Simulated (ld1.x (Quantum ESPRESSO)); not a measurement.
# Which change was made? (Au, PAW)

Au (Z = 79), PAW, made with ld1.x (Quantum ESPRESSO) 7.5 (PBEsol, scalar-relativistic). Core [Kr] 4d10 4f14 5s2, reference 5p6 5d10 6s1 6p0. Waves: 6s (bound): rcut 1.75, rcutus 2.05 bohr; 6s channel at 0.4 Ry: rcut 1.75, rcutus 2.05 bohr; 5p (bound): rcut 1.40, rcutus 1.60 bohr; 6p (bound, empty): rcut 1.40, rcutus 1.60 bohr; 5d (bound): rcut 2.10, rcutus 2.35 bohr; 5d channel at 3.3 Ry: rcut 2.10, rcutus 2.35 bohr; 5f channel at -0.15 Ry: rcut 1.75, rcutus 2.10 bohr; 5f channel at 2.5 Ry: rcut 1.75, rcutus 2.10 bohr. Local part: all-electron potential smoothed inside 1.55 bohr (lloc = -2). Core correction: Bessel-smoothed model core, default radius (core density twice the valence density). Augmentation charge: PSQ, inside the norm-conserving radii.

Cutoffs, loose and tight: the cutoffs (Ry, on a coarse ladder) from which the occupation-weighted sum of valence levels, in a spherical-Bessel basis at the reference potential, stays within 10 and 1 mRy of its value at 400 Ry. They do not see the model core or the augmentation charge, which bear on the density cutoff. Test errors are all-electron minus pseudo excitation energies from the reference, over the configurations 5p6 5d10 6s0 6p0; 5p6 5d9 6s0 6p0; 5p6 5d8 6s0 6p0; 5p6 5d9 6s1 6p0; 5p6 5d7 6s0 6p0; 5p6 5d10 6s0.5 6p0; 5p6 5d9 6s2 6p0; variants that change the core or the reference have their own tests.

The base gives: outcome: generated; cutoff, loose: 35 Ry; cutoff, tight: 60 Ry; bound ghosts: s; largest test error (meV): -69.

(1) After one change the result is: outcome: generated; cutoff, loose: 55 Ry; cutoff, tight: 100 Ry; bound ghosts: s; largest test error (meV): test run stopped at test 1 of 7 (negative rho). Which change was it?
A. waves 5p (bound): rcut 1.16, rcutus 1.22 bohr; 6p (bound): rcut 1.16, rcutus 1.22 bohr
B. local potential all-electron potential smoothed inside 1.35 bohr (lloc = -1)
C. waves 6s (bound): rcut 1.75, rcutus 2.44 bohr; 6s channel at 0.4 Ry: rcut 1.75, rcutus 2.44 bohr

## Answers

(1) A. The others give: local potential all-electron potential smoothed inside 1.35 bohr (lloc = -1) → outcome: generated, overlap not positive; bound ghosts: s (p not tested, overlap not positive); largest test error (meV): -61 | waves 6s (bound): rcut 1.75, rcutus 2.44 bohr; 6s channel at 0.4 Ry: rcut 1.75, rcutus 2.44 bohr → outcome: generated; cutoff, loose: 35 Ry; cutoff, tight: 60 Ry; bound ghosts: none; largest test error (meV): -69. A file whose overlap is not positive is unfit for use, and its test errors describe a broken file.
